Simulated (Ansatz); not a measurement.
A run on `[SeH][Sn]([SeH])([SeH])[SeH]` with other settings.

```yaml
crystal:
  periodic: [false, false, false]
  atoms:
    - {symbol: Se, position_ang: [-0.589292, 1.639139, -2.586416]}
    - {symbol: Sn, position_ang: [0.254937, 0.125137, -0.353152]}
    - {symbol: Se, position_ang: [2.995878, -0.371202, -0.836065]}
    - {symbol: Se, position_ang: [-1.287904, -2.246003, -0.190802]}
    - {symbol: Se, position_ang: [-0.028078, 1.517399, 2.098479]}
    - {symbol: H, position_ang: [-1.695369, 2.431894, -1.660732]}
    - {symbol: H, position_ang: [2.902997, -1.804059, -0.031658]}
    - {symbol: H, position_ang: [-0.830502, -2.458601, 1.376816]}
    - {symbol: H, position_ang: [-1.623437, 1.114552, 2.164602]}
basis:
  gaussian: {orbitals: x2c-TZVPPall}
hamiltonian: {xc: {name: r2SCAN50}}
output: {forces: true}
```

```sh
$ ansatz run in.yaml --threads 2 --pin off --events-out ev --progress --plain --max-ram 32768MiB --backend cuda --devices 0, --max-vram 18GiB
```

Output, abridged:

```
Functional definition: r2SCAN50
  name "r2SCAN50"
  cite "Bursch, Neugebauer, Ehlert & Grimme, J. Chem. Phys. 156, 134105 (2022) doi:10.1063/5.0086040"
  cite "Furness, Kaplan, Ning, Perdew & Sun, J. Phys. Chem. Lett. 11, 8208 (2020) doi:10.1021/acs.jpclett.0c02405"
  cite "Furness, Kaplan, Ning, Perdew & Sun, J. Phys. Chem. Lett. 11, 9248 (2020) doi:10.1021/acs.jpclett.0c03077"
  parent r2scan
  parameter a = 0.5
  parameter k0 = 0.174
  parameter k1 = 0.065
  parameter a1 = 4.9479
  exchange = (1 - a)*r2scan_x(k0 = k0, k1 = k1, a1 = a1) + a*exact_x
  correlation = r2scan_c
2157 factors; integrals over basis functions are off by at most 1.1e-3 eV
mean field evaluation 1: about -432614.1426 eV, gradient 2.0e1 eV
mean field evaluation 2: about -432613.6857 eV, gradient 2.7e1 eV
mean field evaluation 4: about -432615.6298 eV, gradient 6.4e-1 eV
mean field evaluation 8: about -432615.7559 eV, gradient 9.8e-2 eV
mean field evaluation 16: about -432615.7559 eV, gradient 6.1e-5 eV
mean field -432615.75590314 eV, -15898.3357919489 hartree, gradient 6.1e-5 eV, S^2 0.000000; 0 other end points of the search recorded, 0 dependent functions left out
the calculation of the forces begins
reference -432615.75591114 eV, -15898.3357922431 hartree; 95, 95 occupied and 213, 213 virtual orbitals, 2157 factors
Total energy: -432615.75591114 eV, -15898.3357922431 hartree
Relativity: scalar
Atom 0 at    -0.589292     1.639139    -2.586416 Å, force    -1.305269     0.265527     3.244967 eV/Å
Atom 1 at     0.254937     0.125137    -0.353152 Å, force     0.013239     0.007654    -0.018970 eV/Å
Atom 2 at     2.995878    -0.371202    -0.836065 Å, force    -2.169858    -2.124499     1.754374 eV/Å
Atom 3 at    -1.287904    -2.246003    -0.190802 Å, force     1.914427     1.349492     2.586921 eV/Å
Atom 4 at    -0.028078     1.517399     2.098479 Å, force    -2.550869    -1.699981    -1.667888 eV/Å
Atom 5 at    -1.695369     2.431894    -1.660732 Å, force     1.962808    -1.426202    -1.570760 eV/Å
Atom 6 at     2.902997    -1.804059    -0.031658 Å, force     0.096878     2.525684    -1.401938 eV/Å
Atom 7 at    -0.830502    -2.458601     1.376816 Å, force    -0.763474     0.435053    -2.748906 eV/Å
Atom 8 at    -1.623437     1.114552     2.164602 Å, force     2.802117     0.667271    -0.177801 eV/Å
Dipole moment:    -0.128679    -0.069135     0.185183 e Å
```

Run time 9 s (2 threads of an AMD EPYC 7R13 on a shared host and a share of an NVIDIA H100 80 GB); peak host memory 1.1 GiB.
